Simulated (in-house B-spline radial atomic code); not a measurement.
C+ is squeezed into an impenetrable sphere of radius R (the orbitals vanish at R). Caution: exact exchange at fractional occupations of open shells leaves self-interaction of up to several eV. Computed with a B-spline radial code for spherical atoms: non-relativistic PBE0, spin-polarised, spherical fractional occupations, point nucleus.

Energies in eV above the free ion in [He] 2s2 2p1:

```json
{"R (bohr)": "7.96", "highest level (eV)": "-17.2", "[He] 2s2 2p1": "0.0002097", "[He] 2s1 2p2": "4.766", "-dE/dV in [He] 2s2 2p1 (GPa)": "0.000588"}
{"R (bohr)": "6.59", "highest level (eV)": "-17.2", "[He] 2s2 2p1": "0.003541", "[He] 2s1 2p2": "4.77", "-dE/dV in [He] 2s2 2p1 (GPa)": "0.0144"}
{"R (bohr)": "5.19", "highest level (eV)": "-17.1", "[He] 2s2 2p1": "0.06286", "[He] 2s1 2p2": "4.834", "-dE/dV in [He] 2s2 2p1 (GPa)": "0.412"}
{"R (bohr)": "4.32", "highest level (eV)": "-16.7", "[He] 2s2 2p1": "0.3727", "[He] 2s1 2p2": "5.162", "-dE/dV in [He] 2s2 2p1 (GPa)": "3.51"}
{"R (bohr)": "3.55", "highest level (eV)": "-15.3", "[He] 2s2 2p1": "1.79", "[He] 2s1 2p2": "6.602", "-dE/dV in [He] 2s2 2p1 (GPa)": "24.9"}
{"R (bohr)": "3", "highest level (eV)": "-12.5", "[He] 2s2 2p1": "5.486", "[He] 2s1 2p2": "10.22", "-dE/dV in [He] 2s2 2p1 (GPa)": "107"}
{"R (bohr)": "2.45", "highest level (eV)": "-6.11", "[He] 2s2 2p1": "17", "[He] 2s1 2p2": "21.13", "-dE/dV in [He] 2s2 2p1 (GPa)": "507"}
{"R (bohr)": "2.09", "highest level (eV)": "2.66", "[He] 2s2 2p1": "36.4", "[He] 2s1 2p2": "39", "-dE/dV in [He] 2s2 2p1 (GPa)": "1550"}
{"R (bohr)": "1.61", "highest level (eV)": "28.6", "[He] 2s2 2p1": "107.2", "[He] 2s1 2p2": "101.9", "-dE/dV in [He] 2s2 2p1 (GPa)": "8440"}
{"R (bohr)": "1.59", "highest level (eV)": "30.4", "[He] 2s2 2p1": "112.4", "[He] 2s1 2p2": "106.4", "-dE/dV in [He] 2s2 2p1 (GPa)": "9130"}
```

(1) Does [He] 2s1 2p2 fall below [He] 2s2 2p1 under compression?

The highest level is first positive in the row R = 2.09 bohr, pushed up by confinement above the zero of the free ion's potential. Each configuration is held fixed and needn't be the lowest in the sphere.

## Answers

(1) Yes, between R = 2.09 and 1.61 bohr the order changes (near 1.93 bohr by linear interpolation).
